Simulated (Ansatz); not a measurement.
`CC[SiH2]C=S`. Total charge 0; spin multiplicity 1.

```json
{"atom": "C1", "x (Å)": "-0.6118", "y (Å)": "-1.6185", "z (Å)": "-0.1099"}
{"atom": "C2", "x (Å)": "-0.5618", "y (Å)": "-0.3010", "z (Å)": "-0.8788"}
{"atom": "Si3", "x (Å)": "-0.2187", "y (Å)": "1.1891", "z (Å)": "0.1910"}
{"atom": "C4", "x (Å)": "1.5532", "y (Å)": "1.2077", "z (Å)": "0.8388"}
{"atom": "S5", "x (Å)": "2.7163", "y (Å)": "0.2162", "z (Å)": "0.3248"}
{"atom": "H6", "x (Å)": "-0.8378", "y (Å)": "-2.4560", "z (Å)": "-0.7744"}
{"atom": "H7", "x (Å)": "-1.3789", "y (Å)": "-1.5992", "z (Å)": "0.6685"}
{"atom": "H8", "x (Å)": "0.3452", "y (Å)": "-1.8307", "z (Å)": "0.3711"}
{"atom": "H9", "x (Å)": "0.2110", "y (Å)": "-0.3396", "z (Å)": "-1.6535"}
{"atom": "H10", "x (Å)": "-1.5098", "y (Å)": "-0.1209", "z (Å)": "-1.3978"}
{"atom": "H11", "x (Å)": "-1.1204", "y (Å)": "1.2316", "z (Å)": "1.3786"}
{"atom": "H12", "x (Å)": "-0.3957", "y (Å)": "2.4673", "z (Å)": "-0.5568"}
{"atom": "H13", "x (Å)": "1.8091", "y (Å)": "1.9540", "z (Å)": "1.5984"}
```

Q: Give the diagnostics of a CCSD(T)/def2-TZVPP run (frozen core, Ansatz). (Best estimate.)

A: Ansatz gave: T1 = 0.0135, largest single amplitude 0.031, largest double 0.116, (T) share of the correlation energy 4.3 %, 10 CCSD cycles. The RHF solution is unstable towards an unrestricted one. T1 lies under the customary mark of 0.02 for closed shells.
